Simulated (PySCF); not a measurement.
## Correlation energy of Mg³⁺ (magnesium, charge +3)

[He] 2s2 2p5, 2P determinant. Computed with PySCF 2.14 in aug-cc-pVDZ-DK, with the spin-free X2C one-electron Hamiltonian (Gaussian nucleus). Frozen: [He] 2s2; 5 electrons correlated.

Total MP2 correlation energy: -0.43 mhartree.

Same-spin part -0.10 and opposite-spin part -0.33 mhartree; SCS-MP2 scales them by 1/3 and 6/5 to -0.43 mhartree.

```
  level  correlation energy (mhartree)
   CCSD                          -0.45
    (T)                           0.00
CCSD(T)                          -0.45
```

Diagnostics: T1 = 0.00022, D1 = 0.0003, largest double amplitude 0.002.

Cost of the coupled-cluster step: 0.11 s of wall time on 1 thread of Intel(R) Xeon(R) Platinum 8559C (shared host), for 5 correlated electrons.

Iterations:

```
CC2 = 0
CCSD nocc = (np.int64(3), np.int64(2)), nmo = (25, 25)
frozen orbitals [[0, 1], [0, 1]]
max_cycle = 100
direct = 0
conv_tol = 1e-08
conv_tol_normt = 1e-06
diis_space = 8
diis_start_cycle = 0
Init t2, MP2 energy = -0.000432399348458223
Init E_corr(UCCSD) = -0.000432399348458535
cycle = 1  E_corr(UCCSD) = -0.000439674410291587  dE = -7.27506183e-06  norm(t1,t2) = 0.00128961
cycle = 2  E_corr(UCCSD) = -0.000447514478611749  dE = -7.84006832e-06  norm(t1,t2) = 0.000391857
cycle = 3  E_corr(UCCSD) = -0.000450784611938519  dE = -3.27013333e-06  norm(t1,t2) = 0.000136985
cycle = 4  E_corr(UCCSD) = -0.000450838109212933  dE = -5.34972744e-08  norm(t1,t2) = 7.39371e-06
cycle = 5  E_corr(UCCSD) = -0.000450826707930166  dE = 1.14012828e-08  norm(t1,t2) = 1.47302e-06
cycle = 6  E_corr(UCCSD) = -0.000450827388556119  dE = -6.80625953e-10  norm(t1,t2) = 1.51001e-07
UCCSD converged
E(UCCSD) = -196.1520890363737  E_corr = -0.0004508273885561186
UCCSD(T) correction = -1.66067930037069e-06
```
